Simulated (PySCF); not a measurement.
# [Er(SH)2]+ at several levels of theory

Computed with PySCF 2.14.0 (density fitting, no spin-orbit coupling) at the geometry relaxed with PBE0:

```xyz
5
[Er(SH)2]+ (singlet in the valence; each metal's 4f electrons, 11 of them, lie in its core potential, out of spins and levels)
Er   -1.4914    0.0000    0.0000
S    -0.1164    0.3772    2.0020
H     1.1047    0.2685    1.4228
S    -0.1164   -0.3772   -2.0020
H     1.1047   -0.2685   -1.4228
```

```json
{"level": "PBE0", "basis": "Er lcecp-1-SVP with ECP57, S def2-SVP, H def2-SVP", "state": "singlet", "HOMO (eV)": "-12.28", "gap (eV)": "4.62", "charge on Er1 (e)": "1.10", "population of f-type functions on Er1 (polarisation alone where 4f lies in the core)": "0.02", "dipole about the centre of mass (D)": "3.47", "largest force component (eV/Å)": "0.01"}
{"level": "BP86", "basis": "the same", "state": "singlet", "HOMO (eV)": "-11.28", "gap (eV)": "2.97", "charge on Er1 (e)": "0.98", "population of f-type functions on Er1 (polarisation alone where 4f lies in the core)": "0.02", "dipole about the centre of mass (D)": "2.91", "largest force component (eV/Å)": "0.28"}
{"level": "wB97X", "basis": "the same", "state": "singlet", "HOMO (eV)": "-14.52", "gap (eV)": "8.81", "charge on Er1 (e)": "1.14", "population of f-type functions on Er1 (polarisation alone where 4f lies in the core)": "0.03", "dipole about the centre of mass (D)": "4.08", "largest force component (eV/Å)": "0.13"}
{"level": "TPSSh", "basis": "the same", "state": "singlet", "HOMO (eV)": "-11.69", "gap (eV)": "3.79", "charge on Er1 (e)": "1.13", "population of f-type functions on Er1 (polarisation alone where 4f lies in the core)": "0.02", "dipole about the centre of mass (D)": "3.47", "largest force component (eV/Å)": "0.26"}
{"level": "PBE0", "basis": "Er lcecp-1-TZVP with ECP57, S def2-TZVP, H def2-TZVP", "state": "singlet", "HOMO (eV)": "-12.19", "gap (eV)": "4.61", "charge on Er1 (e)": "1.42", "population of f-type functions on Er1 (polarisation alone where 4f lies in the core)": "0.03", "dipole about the centre of mass (D)": "3.75", "largest force component (eV/Å)": "0.21"}
```

In the lcecp rows the 4f levels are missing from HOMO and gap, and the state counts the valence alone.

Charges are Mulliken's, which hang on the basis. The relaxation used the grid (50, 194), these runs (75, 302) or, all-electron (x2c bases, spin-free X2C Hamiltonian), (99, 590).

**Question.** What does B3LYP with Er lcecp-1-SVP with ECP57, S def2-SVP, H def2-SVP give here?

**Answer.** state singlet, HOMO (eV) -12.00, gap (eV) 4.03, charge on Er1 (e) 1.04, population of f-type functions on Er1 (polarisation alone where 4f lies in the core) 0.02, dipole about the centre of mass (D) 3.35, largest force component (eV/Å) 0.29. Time: 2.7 s on 2 threads of Arm Neoverse V1, with other jobs on the host, from an already converged density.

In the first row's basis the gap widens with exact exchange: 3.0 eV for BP86 (none); 3.8 to 4.6 eV for TPSSh, B3LYP, PBE0 (a fixed share); 8.8 eV for wB97X (rising or full at long range).

An lcecp potential fixes the number of 4f electrons, so in runs with it no electron can move into or out of that shell.
